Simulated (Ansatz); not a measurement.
One reagent, a row of partners

Four-centre ligand exchange: SiH₄O ([OH][SiH3]) meets different compounds of B. Each row is one chosen step, not always the lowest open to these reactants.

Gas-phase electronic energies, without zero-point energy, by CCSD(T) at an estimated basis limit (MP2 extrapolated from triple and quadruple zeta, plus CCSD(T) − MP2 in triple zeta); Ansatz 0.2.0, def2-TZVPP and QZVPP, frozen cores, on PBE0-D4/def2-TZVP structures. Extrapolation: Hartree–Fock as exp(−7.88 √X), correlation as X^−2.97. All energies, in eV, count from the separated reactants, without counterpoise correction; the start and end structures are the complexes reached by relaxing down from the saddle, and deeper ones may exist. Brackets give SMILES, or, where every atom is bracketed, only which atoms are joined. Steps whose reference was doubtful or whose search ended elsewhere are left out.

| reactants | products | broken | formed | start structure | saddle | end structure |
| --- | --- | --- | --- | --- | --- | --- |
| SiH₄O ([OH][SiH3]) + BNH₄ ([BH2][NH2]) | BSiH₅O ([BH2][O][SiH3]) + NH₃, still joined by a dative B–N bond | B–N, H–O | B–O, H–N | -0.147 | 0.543 | -0.705 |
| SiH₄O ([OH][SiH3]) + BH₂Cl ([BH2][Cl]) | BSiH₅O ([BH2][O][SiH3]) + HCl | B–Cl, H–O | B–O, Cl–H | -0.537 | 0.308 | -0.625 |
| SiH₄O ([OH][SiH3]) + BH₂F ([BH2][F]) | BSiH₅O ([BH2][O][SiH3]) + HF | B–F, H–O | B–O, F–H | -0.352 | ? | -0.272 |

Task: What is the height of the saddle for SiH₄O ([OH][SiH3]) + BH₂F ([BH2][F])? (Judge from chemistry; the value comes from the calculation.)

Result: Computed: 0.565 eV relative to the separated reactants, the highest of the series; above its start structure the barrier is 0.565 − (-0.352) ≈ 0.917 eV.

This is the kind of ligand exchange by which a precursor binds to a hydroxyl group, or is hydrolysed, in atomic layer deposition of oxides.

The T1 diagnostic stays at or below 0.014.

For scale, one of the runs: CCSD(T)/def2-TZVPP, 247 basis functions, launched by `ansatz run in.yaml --threads 4 --pin off --events-out ev --progress --plain --max-ram 9574MiB`. Hardware: 4 CPU threads of an Intel Xeon, shared host. Wall time 2.1 min; peak host memory 5.1 GiB.
